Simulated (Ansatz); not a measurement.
A structure drawn as `CNB(C)Cl`, with this starting geometry:

```xyz
12

C    -1.610    0.053   -0.271
N    -0.664   -1.002   -0.217
B     0.709   -0.437   -0.447
C     1.489    0.491    0.606
Cl    1.701   -0.995   -1.913
H    -2.674   -0.386   -0.192
H    -1.486    0.819    0.473
H    -1.604    0.510   -1.334
H    -0.670   -1.370    0.722
H     0.759    0.722    1.470
H     1.661    1.523    0.128
H     2.389    0.072    0.974
```

Total charge 0; spin multiplicity 1.

(1) Relax it with Ansatz at PBE-D4/def2-SVP and then PBE0-D4/def2-TZVP. Is the drawn bonding still there?

(2) Give the relaxed structure. (An estimate is asked.)

Atoms count as bonded under 1.1 times the sum of their covalent radii (H–H under 0.85 Å, pairs among N, O and F under 1.55 Å), and a drawn bond as lost past 1.3 times.

Answers

(1) Yes, every drawn bond is still there and no new one forms.

(2) Computed: 
Z-matrix (Å, degrees):
```
C
N 1 1.444
H 1 1.088 2 109.4
H 1 1.094 2 111.3 3 119.6
H 1 1.094 2 111.3 3 -119.6
B 2 1.389 1 129.4 3 0.4
H 2 1.008 1 114.1 3 -179.7
Cl 6 1.788 2 118.9 1 -0.0
C 6 1.566 2 122.8 1 180.0
H 9 1.093 6 113.2 2 0.2
H 9 1.094 6 110.5 2 121.6
H 9 1.094 6 110.5 2 -121.2
```
All modes are real.
